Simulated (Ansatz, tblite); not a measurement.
Forces on In₇N₇H₂₀, a nanocrystal cut from zinc blende InN (hydrogen-capped) at its PBE-D4/def2-SVP geometry. Charge 0, multiplicity 1.

In the def2 sets In takes a core potential; there is no spin–orbit coupling. The xTB rows come from tblite. Single mean-field runs in def2-TZVP are fitted with def2-universal-jkfit.

GFN1-xTB (tblite), largest force 0.93 eV/Å:

```xyz
34
positions Å, forces eV/Å
In   -1.163   -1.751    2.695    0.346    0.531   -0.614
In    0.044   -0.111   -3.514   -0.006    0.013    0.424
In    1.029   -1.909   -0.162   -0.312    0.577   -0.112
In   -2.159    0.053   -0.264    0.660   -0.022   -0.081
In   -1.058    1.977    2.579    0.314   -0.587   -0.579
In    1.136    1.834   -0.279   -0.344   -0.565   -0.077
In    2.121    0.024    2.680   -0.638    0.000   -0.609
N    -1.928   -0.024   -2.567   -0.702    0.003   -0.615
N    -1.031   -1.653    0.400   -0.393   -0.621    0.346
N    -0.039    0.098    3.137   -0.006    0.017    0.532
N     0.965   -1.803   -2.475    0.348   -0.643   -0.581
N     1.062    1.588   -2.581    0.384    0.584   -0.619
N     1.948   -0.043    0.386    0.738   -0.010    0.341
N    -0.934    1.730    0.295   -0.357    0.663    0.307
H    -0.199   -3.156    3.092   -0.253    0.018    0.097
H    -2.869   -1.512    3.007    0.125   -0.216    0.109
H     0.065   -0.166   -5.255   -0.002    0.005    0.171
H     1.846   -3.418    0.098    0.061   -0.111    0.064
H    -3.885    0.107   -0.086   -0.130    0.006    0.058
H    -2.774    1.855    2.902    0.137    0.215    0.096
H    -0.015    3.347    2.890   -0.254    0.003    0.097
H     2.036    3.308   -0.112    0.067    0.112    0.057
H     2.771   -1.551    3.078    0.124    0.222    0.095
H     2.857    1.583    2.979    0.113   -0.222    0.110
H    -2.491   -0.827   -2.890    0.429    0.431    0.239
H    -2.442    0.791   -2.938    0.403   -0.441    0.265
H    -1.546   -2.505    0.122    0.195    0.312   -0.081
H    -0.052    0.131    4.173    0.003   -0.008   -0.274
H     0.518   -2.677   -2.794    0.179    0.584    0.231
H     1.940   -1.905   -2.798   -0.587    0.168    0.233
H     2.042    1.612   -2.906   -0.595   -0.119    0.241
H     0.666    2.465   -2.955    0.145   -0.578    0.268
H     2.941   -0.080    0.100   -0.368    0.008   -0.078
H    -1.401    2.591   -0.036    0.177   -0.327   -0.062
```

GFN2-xTB (tblite), largest force 0.62 eV/Å:

```
In 0.251 0.395 -0.270
In -0.002 0.004 0.140
In -0.142 0.264 0.379
In 0.282 0.004 0.392
In 0.228 -0.424 -0.244
In -0.156 -0.232 0.394
In -0.470 0.005 -0.267
N -0.327 -0.006 -0.523
N -0.229 -0.379 -0.103
N -0.005 0.013 0.431
N 0.167 -0.310 -0.507
N 0.184 0.268 -0.524
N 0.442 -0.016 -0.106
N -0.208 0.384 -0.127
H -0.162 0.215 -0.074
H 0.267 -0.050 -0.060
H -0.005 0.014 0.449
H -0.188 0.348 -0.032
H 0.396 -0.011 -0.013
H 0.270 0.031 -0.062
H -0.174 -0.209 -0.060
H -0.207 -0.338 -0.011
H -0.092 0.253 -0.074
H -0.105 -0.252 -0.057
H 0.257 0.218 0.184
H 0.244 -0.222 0.197
H 0.173 0.283 0.043
H 0.004 -0.011 -0.342
H 0.070 0.334 0.178
H -0.317 0.122 0.178
H -0.324 -0.093 0.185
H 0.051 -0.325 0.199
H -0.330 0.011 0.046
H 0.157 -0.289 0.061
```

PBE0-D4/def2-TZVP (Ansatz), largest force 0.63 eV/Å:

```
In 0.121 0.192 -0.104
In -0.003 0.008 0.250
In -0.112 0.207 0.043
In 0.234 -0.005 0.054
In 0.110 -0.204 -0.091
In -0.124 -0.198 0.056
In -0.228 0.003 -0.102
N -0.267 -0.002 -0.345
N -0.077 -0.136 -0.172
N -0.003 0.008 0.266
N 0.135 -0.249 -0.332
N 0.149 0.220 -0.346
N 0.155 -0.010 -0.173
N -0.071 0.129 -0.180
H -0.114 0.174 -0.047
H 0.208 -0.025 -0.037
H -0.003 0.008 0.261
H -0.108 0.200 -0.049
H 0.229 -0.007 -0.039
H 0.209 0.011 -0.038
H -0.124 -0.169 -0.037
H -0.119 -0.196 -0.037
H -0.083 0.190 -0.047
H -0.093 -0.188 -0.035
H 0.347 0.475 0.211
H 0.318 -0.482 0.240
H 0.315 0.522 0.177
H 0.007 -0.019 -0.608
H 0.257 0.531 0.208
H -0.584 0.073 0.210
H -0.587 -0.026 0.213
H 0.226 -0.531 0.242
H -0.607 0.023 0.182
H 0.286 -0.527 0.209
```
